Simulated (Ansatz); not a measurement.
```xyz
6

S    -2.135   -0.411   -1.065
In   -0.212    0.317    0.102
S     1.826   -0.885    0.196
Br   -0.349    2.465    1.291
H    -1.538   -1.539   -1.487
H     2.408    0.052    0.963
```

Charge 0, multiplicity 1. In takes the def2 core potential.

Question: List the ωB97M-V/def2-TZVPP orbital energies in eV (Ansatz). (Estimate.)

Answer: Computed: Occupied: -13156.65, -2427.28, -2427.27, -1708.97, -1537.16, -1537.12, -1537.11, -241.81, -221.24, -221.22, -181.48, -181.31, -181.30, -164.34, -164.32, -164.28, -164.27, -164.17, -164.16, -132.52, -88.92, -88.74, -88.70, -74.85, -74.81, -74.79, -74.66, -74.66, -25.64, -25.57, -25.48, -25.27, -25.24, -23.69, -22.95, -22.78, -14.87, -14.11, -13.42, -11.38, -11.28, -11.09, -10.41, -10.35, -10.01. Lowest empty: -0.26, 0.21, 1.39, 1.61, 2.05, 2.32, 2.87, 4.02.
